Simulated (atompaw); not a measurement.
What one change does to a pseudopotential (Ag, PAW (atompaw))

silver, PAW, made with atompaw 4.2.0.5 (LDA (PW92), scalar-relativistic). Core [Kr], reference 4d9 5s0 5p0 (charge +2). Waves: 5s (bound, empty): rc 2.65 bohr; 5s channel at -1.2 Ry: rc 2.65 bohr; 5p (bound, empty): rc 2.20 bohr; 5p channel at 4.1 Ry: rc 2.20 bohr; 4d (bound): rc 2.65 bohr; 4d channel at 1.35 Ry: rc 1.25 bohr. Local part: bessel scheme, radius 2.60 bohr. Core correction: smooth core density matched at 1.90 bohr. Augmentation charge: gaussian compensation charge, radius 2.10 bohr; PAW radius 2.65 bohr; waves and projectors: custom polynom2 7 10 vanderbiltortho.

All-electron outer shells of the reference configuration (LDA (PW92), scalar-relativistic, ld1.x):

```json
{"shell": "4p", "level (eV)": "-81.11", "outermost node (bohr)": "0.44", "outermost maximum (bohr)": "0.87"}
{"shell": "4d", "level (eV)": "-29.15", "outermost node (bohr)": "0.43", "outermost maximum (bohr)": "1.03"}
{"shell": "5s", "level (eV)": "-21.13", "outermost node (bohr)": "1.09", "outermost maximum (bohr)": "2.20"}
{"shell": "5p", "level (eV)": "-14.48", "outermost node (bohr)": "1.22", "outermost maximum (bohr)": "2.62"}
```

Change: local potential troulliermartins scheme with l = 3 at 0 Ry, radius 2.60 bohr.

Cutoffs: the cutoffs (Ry, on a coarse ladder) from which the occupation-weighted sum of valence levels, in a spherical-Bessel basis at the reference potential, stays within 10 and 1 mRy of its value at 400 Ry; they do not see the model core or the augmentation charge, which bear on the density cutoff.

**Question.** What does the change do?

**Answer.** The potential gets neither clearly harder nor softer (30 Ry and 70 Ry → 30 Ry and 70 Ry); a bound ghost appears in p, which as a rule spoils a file; the range in which the s phases agree widens (upper end 2.0 → 3.3); the range in which the d phases agree widens (upper end 0.2 → at the end of the scan). A state that the projectors do not describe sees the local part alone, so a deeper or shallower local part can create or remove a ghost.

```csv
quantity,base,changed
"cutoff, loose",30 Ry,30 Ry
"cutoff, tight",70 Ry,70 Ry
bound ghosts,none,p
s: phases at 2.66 bohr within 0.05 rad from the reference energy up to (Ry; the scan ends near 5),2.0,3.3
p: phases at 2.66 bohr within 0.05 rad from the reference energy up to (Ry; the scan ends near 5),5.0,to the end of the scan
d: phases at 2.66 bohr within 0.05 rad from the reference energy up to (Ry; the scan ends near 5),0.2,to the end of the scan
lowest overlap eigenvalue by channel,"s 0.91, p 0.43, d 1.00","s 0.89, p 0.18, d 1.00"
```

 A true bound ghost makes a file unfit for plane-wave use even where its test errors are small: the radial tests pick states by their node count and pass the ghost by. The cutoffs see the waves, projectors and local potential, not the compensation charge or the core.
